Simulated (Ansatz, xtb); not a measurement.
H5In2N: which of two structures lies lower

We compare I, a singlet given by its coordinates, with II, a singlet given by its coordinates. Both are isolated molecules in the gas phase, relaxed with PBE0-D3(BJ)/def2-SVP.

I (Å):

```yaml
atoms:
  - { symbol: In, position_ang: [1.3431, 0.5912, 0.4181] }
  - { symbol: In, position_ang: [-0.2495, -1.5668, -0.4810] }
  - { symbol: N, position_ang: [1.8563, -1.1874, -1.0684] }
  - { symbol: H, position_ang: [2.0420, -0.9649, -2.0469] }
  - { symbol: H, position_ang: [2.5577, -1.8718, -0.7836] }
  - { symbol: H, position_ang: [2.8248, 1.5528, 0.5014] }
  - { symbol: H, position_ang: [-1.3198, -1.1256, -1.7563] }
  - { symbol: H, position_ang: [-0.3362, -2.8587, 0.6549] }
```

Close contacts (Å): In1–In2 2.83, In1–N3 2.37, In2–N3 2.22, In1–H6 1.77, In2–H7 1.72, In2–H8 1.72, N3–H4 1.02, N3–H5 1.02.

II (Å):

```xyz
8

In    0.9841   -0.9089   -0.4486
In    0.5619   -2.9291    1.5386
N     1.3293    0.5035   -1.8979
H     1.1915    0.1211   -2.8333
H     2.2904    0.8433   -1.8677
H    -0.5991   -1.8075   -0.1945
H     1.8611   -2.5821   -0.2091
H     1.1843   -0.6491    1.3596
```

Close contacts (Å): In1–In2 2.87, In1–N3 2.05, In1–H6 1.84, In1–H7 1.90, In1–H8 1.84, In2–H6 2.37, In2–H7 2.21, In2–H8 2.37, N3–H4 1.02, N3–H5 1.02.

**Question.** Estimate E(II) − E(I) at the level CCSD(T)/def2-TZVP.

**Answer.** Too close to call at this level: CCSD(T)/def2-TZVP gives E(II) − E(I) = +0.38 kcal/mol.

The same difference at several levels:

| level | geometry | E(II) − E(I) (kcal/mol) | departure from the last row (kcal/mol) | job, with rough time for the two |
| --- | --- | --- | --- | --- |
| PBE0-D3(BJ)/def2-SVP | PBE0-D3(BJ)/def2-SVP | +1.68 | +1.30 | optimisation, 20 s |
| HF/def2-TZVP | PBE0-D3(BJ)/def2-SVP | +3.74 | +3.36 | part of the CCSD(T) run |
| MP2/def2-TZVP | PBE0-D3(BJ)/def2-SVP | −0.26 | −0.64 | part of the CCSD(T) run |
| CCSD(T)/def2-TZVP | PBE0-D3(BJ)/def2-SVP | +0.38 |  | single point, 45 s |

The largest departure from CCSD(T)/def2-TZVP is that of HF/def2-TZVP, 3.36 kcal/mol. Levels run at GFN2-xTB geometries aren't shown.

With harmonic frequencies from PBE0-D3(BJ)/def2-SVP (ideal gas, rigid rotor, one conformer each, 298.15 K, 1 atm): on the last row, ΔE + ΔZPE = −0.23, ΔH = −0.10, ΔG = −0.98 kcal/mol.

The correlated steps freeze 9 core orbitals; the filled d shell of In is correlated, in a basis made for valence electrons. Atoms past krypton carry core potentials in the def2 sets and no spin–orbit term is included. Codes used: Ansatz 0.2.0; the last row on 2 threads of Intel(R) Xeon(R) 6975P-C (Granite Rapids) on a shared host.
